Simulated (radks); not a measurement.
The numbers below are computed, except where a source is named.
All-electron atom: Nd12+ in [Kr] 4d10 5s2. Code: a radial shooting solver on a logarithmic mesh with Libxc functionals. Model: scalar-relativistic Kohn-Sham, LDA (Slater exchange, Perdew-Wang correlation), spin-polarised, spherical densities, finite nucleus; Fermi nuclear charge, rms radius 4.9123 fm.

X-ray form factor f0, the Fourier transform of the density (f0(0) = 48):

sin(theta)/lambda (1/angstrom)  f0 (electrons)
0.05                                    47.754
0.1                                     47.034
0.15                                    45.887
0.2                                     44.385
0.25                                    42.614
0.3                                     40.663
0.4                                     36.544
0.5                                     32.547
0.6                                     28.959
0.8                                     23.334
1                                       19.565
1.25                                    16.532
1.5                                     14.310
2                                       10.478
